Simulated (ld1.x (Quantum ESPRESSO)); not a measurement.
Results of a calculation; reference values are marked as such.
## Potentials for rhodium compared

Generated with ld1.x 7.5 (TM, RRKJ, ultrasoft, PAW), atompaw 4.2 or ONCVPSP 4.0.1. The cutoff is in Ry: for ld1.x and atompaw files where the sum of valence levels is converged to 10 mRy in a Bessel basis, for ONCV files where the hardest occupied wave has 1 mHa per electron of residual kinetic energy. The error is the largest all-electron minus pseudo excitation energy over each file’s own four to seven test configurations (ionisations up to +4, promotions, holes and added fractions of an electron), all of which were solved. The labels leave out finer settings (local radius, basis sizes, second energies), which also bear on the numbers. Spin-polarised tests are not counted. The rows are a selection from randomly drawn settings: files with unsolved tests, undetermined cutoffs or missed reference levels are left out.

```csv
potential,cutoff (Ry),largest error (meV),bound ghosts
"PAW, PBE, scalar-relativistic, rc 1.42/2.35/1.40 (spd), local smoothed, core correction yes, reference 4s2 4p6 4d9 5s0 5p0",50,-58,none
"TM, PBE, scalar-relativistic, rc 1.90/3.20/2.05/3.35 (spdf), local s, core correction yes, reference 4d8 5s1 5p0",50,-640,none
```

**Question.** Fill in the row for Rh: RRKJ, PBE, scalar-relativistic, rc 2.20/1.55/1.35 (spd), local s, core correction yes, reference 4p6 4d8 5s1 5p0.

**Answer.** cutoff 60 Ry, largest error -368 meV, bound ghosts: none.

**Question.** Fill in the row for Rh: TM, LDA (PZ), fully relativistic, rc 2.20/3.60/2.00 (spd), local s, core correction yes, reference 4d8 5s1 5p0.

**Answer.** cutoff 50 Ry, largest error -636 meV, bound ghosts: none.

**Question.** Fill in the row for Rh: TM semilocal, BLYP, scalar-relativistic, rc 2.65/1.65/1.40 (spd), local s, core correction yes, reference 4p6 4d8 5s1 5p0.

**Answer.** cutoff 60 Ry, largest error +112 meV, bound ghosts: none.
